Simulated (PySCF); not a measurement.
Compound: C2H8ClGaS.
Z-matrix (Å and degrees, PBE0-D3(BJ)/def2-SVP geometry), rows numbered from 1:
```
C 
S   1  1.8045
C   2  1.8049  1  100.83
Ga  2  2.5011  1   99.88  3  -102.38
Cl  4  2.2227  2   94.88  1    51.72
H   1  1.0985  2  109.43  3   -64.20
H   1  1.0999  2  109.49  3    58.39
H   1  1.0978  2  106.87  3   177.21
H   3  1.0983  2  109.44  1    63.41
H   3  1.0981  2  106.87  1  -177.99
H   3  1.0998  2  109.47  1   -59.11
H   4  1.5662  2  100.38  1   -62.26
H   4  1.5656  2  100.66  1   165.75
```

Level of theory: PySCF 2.14.0, PBE0-D3(BJ)/def2-SVP geometry optimisation, gas phase.

Take the most abundant isotopes and a rigid rotor. The values belong to one conformer with, in the numbering `[CH3:1][S+:2]([CH3:3])[GaH2-:4][Cl:5]`, C1–S2–Ga4–Cl5 52°.

Give the principal moments of inertia and the rotational constants in MHz.

Ia = 206.97, Ib = 367.85, Ic = 437.74 u·Å²; 505379 MHz·u·Å²/I gives A = 2442, B = 1374, C = 1155 MHz.

Classify the top.

An asymmetric top: κ = (2 × 1374 − 2442 − 1155)/(2442 − 1155) = -0.66.

What does the inertial defect say?

Not planar: Δ = Ic − Ia − Ib = -137.08 u·Å². For a rigid frame Δ = −2 Σ m c², so Σ m c² = 68.54 u·Å² lies off the ab plane: 22.11 from hydrogen and 46.43 from heavier atoms. The atom farthest from that plane is 2.31 Å away.

Give the coordinates in the principal-axis frame, origin at the centre of mass.

The sense of each axis is arbitrary; atoms in the order of the calculation.
```json
{"atom": "C1", "mass (u)": "12.000", "a (Å)": "-1.798", "b (Å)": "0.683", "c (Å)": "-1.395"}
{"atom": "S2", "mass (u)": "31.972", "a (Å)": "-1.636", "b (Å)": "-0.446", "c (Å)": "0.003"}
{"atom": "C3", "mass (u)": "12.000", "a (Å)": "-1.801", "b (Å)": "0.700", "c (Å)": "1.387"}
{"atom": "Ga4", "mass (u)": "68.926", "a (Å)": "0.844", "b (Å)": "-0.777", "c (Å)": "0.002"}
{"atom": "Cl5", "mass (u)": "34.969", "a (Å)": "1.324", "b (Å)": "1.393", "c (Å)": "-0.003"}
{"atom": "H6", "mass (u)": "1.008", "a (Å)": "-2.804", "b (Å)": "1.125", "c (Å)": "-1.393"}
{"atom": "H7", "mass (u)": "1.008", "a (Å)": "-1.017", "b (Å)": "1.455", "c (Å)": "-1.335"}
{"atom": "H8", "mass (u)": "1.008", "a (Å)": "-1.660", "b (Å)": "0.085", "c (Å)": "-2.305"}
{"atom": "H9", "mass (u)": "1.008", "a (Å)": "-2.802", "b (Å)": "1.153", "c (Å)": "1.369"}
{"atom": "H10", "mass (u)": "1.008", "a (Å)": "-1.679", "b (Å)": "0.111", "c (Å)": "2.305"}
{"atom": "H11", "mass (u)": "1.008", "a (Å)": "-1.012", "b (Å)": "1.464", "c (Å)": "1.326"}
{"atom": "H12", "mass (u)": "1.008", "a (Å)": "1.039", "b (Å)": "-1.438", "c (Å)": "-1.404"}
{"atom": "H13", "mass (u)": "1.008", "a (Å)": "1.049", "b (Å)": "-1.434", "c (Å)": "1.409"}
```

List the rotational levels J(Ka,Kc) to J = 5 (K).

Above 0(0,0), as E/k:
J = 1: 1(0,1) 0.121, 1(1,1) 0.173, 1(1,0) 0.183
J = 2: 2(0,2) 0.363, 2(1,2) 0.405, 2(1,1) 0.436, 2(2,1) 0.590, 2(2,0) 0.592
J = 3: 3(0,3) 0.721, 3(1,3) 0.752, 3(1,2) 0.815, 3(2,2) 0.954, 3(2,1) 0.961, 3(3,1) 1.238, 3(3,0) 1.238
J = 4: 4(0,4) 1.193, 4(1,4) 1.214, 4(1,3) 1.318, 4(2,3) 1.438, 4(2,2) 1.459, 4(3,2) 1.726, 4(3,1) 1.726, 4(4,1) 2.119, 4(4,0) 2.119
J = 5: 5(0,5) 1.776, 5(1,5) 1.789, 5(1,4) 1.944, 5(2,4) 2.042, 5(2,3) 2.085, 5(3,3) 2.336, 5(3,2) 2.340, 5(4,2) 2.729, 5(4,1) 2.729, 5(5,1) 3.234, 5(5,0) 3.234
The levels of one J sum to (2J + 1)J(J + 1)(A + B + C)/3.

Which lines would a microwave search look for?

The dipole components are |μa| = 4.36 D, |μb| = 0.19 D, |μc| = 0.00 D; the mirror of this Cs structure is the ab plane, so μc vanishes by symmetry and there are no c-type lines. Intensities carry the squares of the components, which stand as 1.00 : 0.00 (a : b). Some lines, for components of 0.1 D or more:

| type | branch | J(Ka,Kc) | MHz | lower level (cm⁻¹) |
| --- | --- | --- | --- | --- |
| a | Q | 2(1,1) ← 2(1,2) | 658 | 0.281 |
| b | Q | 1(1,0) ← 1(0,1) | 1287 | 0.084 |
| b | Q | 3(1,2) ← 3(0,3) | 1964 | 0.501 |
| a | Q | 4(1,3) ← 4(1,4) | 2175 | 0.844 |
| b | Q | 3(2,1) ← 3(1,2) | 3044 | 0.567 |
| b | R | 1(1,1) ← 0(0,0) | 3596 | 0.000 |
| b | R | 2(0,2) ← 1(1,1) | 3958 | 0.120 |
| b | Q | 3(2,2) ← 3(1,3) | 4209 | 0.523 |
| b | Q | 4(2,3) ← 4(1,4) | 4677 | 0.844 |
| a | R | 2(1,2) ← 1(1,1) | 4837 | 0.120 |
| a | R | 2(1,1) ← 1(1,0) | 5276 | 0.127 |
| b | Q | 3(3,0) ← 3(2,1) | 5760 | 0.668 |
| b | R | 2(1,2) ← 1(0,1) | 5905 | 0.084 |
| b | Q | 4(3,2) ← 4(2,3) | 5983 | 1.000 |
| a | R | 3(1,3) ← 2(1,2) | 7238 | 0.281 |
| a | R | 3(2,2) ← 2(2,1) | 7585 | 0.410 |
| a | R | 3(2,1) ← 2(2,0) | 7703 | 0.411 |
| b | R | 3(1,3) ← 2(0,2) | 8117 | 0.252 |
| b | R | 2(2,1) ← 1(1,0) | 8480 | 0.127 |
| b | R | 4(0,4) ← 3(1,3) | 9189 | 0.523 |
| a | R | 4(1,4) ← 3(1,3) | 9621 | 0.523 |
| a | R | 4(2,3) ← 3(2,2) | 10090 | 0.663 |
| b | R | 3(2,2) ← 2(1,1) | 10789 | 0.303 |
| b | R | 3(3,1) ← 2(2,0) | 13461 | 0.411 |
| b | R | 3(3,0) ← 2(2,1) | 13494 | 0.410 |
| b | R | 4(3,2) ← 3(2,1) | 15925 | 0.668 |
| b | R | 4(3,1) ← 3(2,2) | 16092 | 0.663 |

Stationary, but not proved a minimum. These are rigid-rotor constants of the computed structure; measured ground-state constants (B0) also hold zero-point vibration. A rigid rotor knows nothing of internal rotation, which can split or shift real lines. Quadrupole hyperfine structure (35Cl, 69Ga) is left out.
